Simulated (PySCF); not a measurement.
Gas-phase reaction: 6 CH₃GeH₃ → 3 Ge₂H₆ + C₃H₆ (propylene) + 3 CH₄

Method: PySCF energies plus ideal-gas RRHO corrections (1 bar). † marks an energy on the PBE0/def2-TZVP geometry and frequencies; other levels use their own. MP2 freezes the core. All species are closed-shell singlets. B3LYP is the form with VWN-RPA correlation. Ge: all electrons, no relativistic terms. MP2 isn't extrapolated to the basis-set limit; its ΔH°(298 K) is 29.7 kJ in def2-SVP and 56.7 kJ in def2-TZVPP. The harmonic model lacks anharmonicity and excited electronic states, which grow with temperature; levels with a mode under 35 cm⁻¹ are left out. Internal rotation in CH₃GeH₃, Ge₂H₆, C₃H₆ (propylene) is treated as a harmonic vibration of one conformer, which makes the entropy rough.

| level | ΔE electronic, kJ | ΔH°(298 K), kJ | ΔS°(298 K), J/K | ΔG°(2000 K), kJ |
|---|---|---|---|---|
| B3LYP/def2-TZVP† | -4 | -6 | 107 | -196 |
| BLYP/def2-TZVP† | -22 | -24 | 107 | -214 |
| MP2/def2-SVP† | 32 | 30 | 107 | -160 |
| MP2/def2-TZVPP† | 59 | 57 | 107 | -133 |
| PBE/def2-SVP | 7 | 5 | 109 | -188 |
| PBE0/def2-QZVP† | 20 | 18 | 107 | -171 |
| PBE0/def2-SVP† | 23 | 21 | 107 | -169 |
| PBE0/def2-TZVP | 21 | 19 | 107 | -171 |
| r2SCAN/def2-TZVP† | 20 | 18 | 107 | -172 |
| LDA/def2-TZVP† | 35 | 33 | 107 | -157 |
ΔH° is lowest at BLYP/def2-TZVP† and highest at MP2/def2-TZVPP†. No reference value is set beside these.
